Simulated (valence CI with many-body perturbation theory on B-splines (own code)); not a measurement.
# Level structure of Tb⁴⁴⁺

Computed by valence CI with perturbative core correlation (CI+MBPT): three valence electrons over a frozen Dirac-Fock core [Ar], radial functions for each j: 7 s, 7 p, 8 d, 6 f, 4 g, 1 h, with the one-electron correlation potential Σ1, the two-electron term Σ2, the three-electron term Σ3, Breit, model QED; selected CI, second order for the rest, scaled by the run's own slope (own B-spline code, finite nucleus).

The last digits are not significant, and no measured levels were compared; by estimate large intervals hold to a few tenths of a per cent, small ones and those within an open d or f shell to about a per cent. Only levels of the ground parity were solved; by the run's estimate the other parity begins above the list, which can be wrong where configurations are misplaced.

Levels 1 to 19 of 19, with energies above the lowest level, (3d3/2^3) J=3/2. "Leading %" is the weight of the configuration and term that name the level; weights of strongly mixed levels are sums over their largest components and can fall short, so below about 35 % the name and the second component can differ from the true leading terms, or belong to a minority configuration. In the jj column 3d3/2^4 stands for four electrons in 3d with j = 3/2. Lifetimes count E1, E2, E3, M1 and M2 decay at the calculated energies, and are blank where another channel may lead or the interval is too uncertain; long ones can be off by a factor of two.

| No. | Configuration | Term | J | E (eV) | Leading % | Lifetime | Leading jj | Second component |
| --- | --- | --- | --- | --- | --- | --- | --- | --- |
| 1 | 3d3 | 4F | 3/2 | 0.00 | 50 |  | 3d3/2^3 (97 %) | 36 % 3d3 2D |
| 2 | 3d3 | 4F | 5/2 | 32.77 | 85 | 2.11 μs | 3d3/2^2 3d5/2 (98 %) | 14 % 3d3 2D |
| 3 | 3d3 | 4P | 3/2 | 38.54 | 39 | 2.49 μs | 3d3/2^2 3d5/2 (98 %) | 30 % 3d3 2P |
| 4 | 3d3 | 2G | 7/2 | 40.97 | 46 | 226 μs | 3d3/2^2 3d5/2 (94 %) | 39 % 3d3 4F |
| 5 | 3d3 | 2G | 9/2 | 41.64 | 43 | 783 ms | 3d3/2^2 3d5/2 (98 %) | 42 % 3d3 2H |
| 6 | 3d3 | 4P | 1/2 | 42.87 | 59 | 6.67 μs | 3d3/2^2 3d5/2 (100 %) | 41 % 3d3 2P |
| 7 | 3d3 | 4P | 5/2 | 60.85 | 46 | 11.6 μs | 3d3/2^2 3d5/2 (88 %) | 34 % 3d3 2D |
| 8 | 3d3 | 4F | 7/2 | 73.41 | 59 | 1.08 μs | 3d3/2 3d5/2^2 (97 %) | 38 % 3d3 2G |
| 9 | 3d3 | 4F | 9/2 | 76.90 | 52 | 1.86 μs | 3d3/2 3d5/2^2 (96 %) | 43 % 3d3 2H |
| 10 | 3d3 | 4P | 3/2 | 81.27 | 41 | 841 ns | 3d3/2 3d5/2^2 (99 %) | 39 % 3d3 2D |
| 11 | 3d3 | 2P | 1/2 | 83.68 | 59 | 1.36 μs | 3d3/2 3d5/2^2 (100 %) | 41 % 3d3 4P |
| 12 | 3d3 | 2H | 11/2 | 85.30 | 100 | 4.42 μs | 3d3/2 3d5/2^2 (100 %) |  |
| 13 | 3d3 | 2D | 5/2 | 86.24 | 51 | 1.78 μs | 3d3/2 3d5/2^2 (88 %) | 25 % 3d3 4P |
| 14 | 3d3 | 2F | 5/2 | 91.88 | 43 | 2.61 μs | 3d3/2 3d5/2^2 (96 %) | 39 % 3d3 2D |
| 15 | 3d3 | 2F | 7/2 | 93.41 | 83 | 3.24 μs | 3d3/2 3d5/2^2 (97 %) | 16 % 3d3 2G |
| 16 | 3d3 | 2D | 3/2 | 108.26 | 66 | 1.41 μs | 3d3/2 3d5/2^2 (86 %) | 27 % 3d3 2P |
| 17 | 3d3 | 2G | 9/2 | 117.09 | 52 | 873 ns | 3d5/2^3 (97 %) | 32 % 3d3 4F |
| 18 | 3d3 | 2D | 3/2 | 129.93 | 57 | 831 ns | 3d5/2^3 (86 %) | 31 % 3d3 2P |
| 19 | 3d3 | 2D | 5/2 | 138.16 | 62 | 612 ns | 3d5/2^3 (94 %) | 23 % 3d3 2F |

The ionisation energy to 3d2 3F_2 of the next ion comes out as 3573.6 eV (NIST: 3573 ± 4 eV (theoretical)). All 19 levels together are meant to be complete up to 143.69 eV.
